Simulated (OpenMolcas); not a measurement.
# Cu2+, Ag2+, Au2+: d9 down the group

```yaml
Program: OpenMolcas
Method: CASSCF
Basis: ANO-R2
Scalar_Hamiltonian: X2C, finite nucleus
Spin-orbit_coupling: RASSI with atomic mean-field integrals over the reference wave functions, term energies averaged over their components
```

Active space for each ion: 9 electrons in 5 orbitals (d).

Computed levels in cm-1 above 2D 5/2:

| Level | Cu2+ | Ag2+ | Au2+ |
| --- | --- | --- | --- |
| 2D 3/2 | 2068 | 4421 | 12853 |
| weight of 2D in the lowest level (%) | 100 | 100 | 100 |

Measured, with the error of the calculation in %. Measured levels: Cu2+ from Sugar and Musgrove, J. Phys. Chem. Ref. Data 19, 527 (1990); Ag2+ from Moore, Atomic Energy Levels, vol. III, NSRDS-NBS 35 (1971 reprint of NBS Circular 467, 1958); Au2+ from Iglesias, J. Res. Natl. Bur. Stand. 64A, 481 (1960).

```csv
Level,Cu2+,Ag2+,Au2+
2D 3/2,2072 (-0.2),4607 (-4.0),12694 (+1.3)
```

The fine-structure level 2D 3/2 changes by a factor of 6.22 from Cu2+ to Au2+.

Without dynamic correlation excited terms often stand tens of per cent too high (terms of higher spin than the ground term too low), and those without a measured partner can miss by more than the paired ones. Measured partners are found by configuration, term and J. A level has none where our copy of the source lacks it or the pairing is in doubt (some pairs that miss far off the trend of their configuration count as doubtful), and it then counts in no deviation. Only configurations of the active space appear.
